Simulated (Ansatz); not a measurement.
A series at Si: from `C[Si](O)(O)O`, ligands are replaced one by one, each step taking up H₂ and setting free H₂O; n counts the steps. Ansatz, PBE0-D4/def2-TZVP geometries. Each molecule was computed in one conformer, which needn't be the lowest.

```json
{"n": "0", "molecule": "`C[Si](O)(O)O`", "HOMO energy, ωB97M-V/def2-TZVPP (eV)": "-11.07"}
{"n": "1", "molecule": "`C[SiH](O)O`", "HOMO energy, ωB97M-V/def2-TZVPP (eV)": "-10.82"}
{"n": "2", "molecule": "`C[SiH2]O`", "HOMO energy, ωB97M-V/def2-TZVPP (eV)": "?"}
{"n": "3", "molecule": "`C[SiH3]`", "HOMO energy, ωB97M-V/def2-TZVPP (eV)": "-11.49"}
```

Q: By hand: fit a straight line y = ȳ + b (n − n̄) to the 3 given rows and predict n = 2.

A: n̄ = 1.333, ȳ = -11.127; Σ(n − n̄)(y − ȳ) = -0.783, Σ(n − n̄)² = 4.667, so b = -0.168 eV a step. Prediction: -11.127 + (-0.168) × (0.667) = -11.24 eV.

Q: By hand: compare with the computed value, -10.73 eV, and give the steps along the whole series.

A: The line misses by 0.51 eV (computed minus predicted). Steps: 0.25, 0.09, -0.76 eV.

The steps change sign along the series, so a line is a poor guide. The highest orbital can change its character along such a series. The miss is 67.1 % of the series' range.
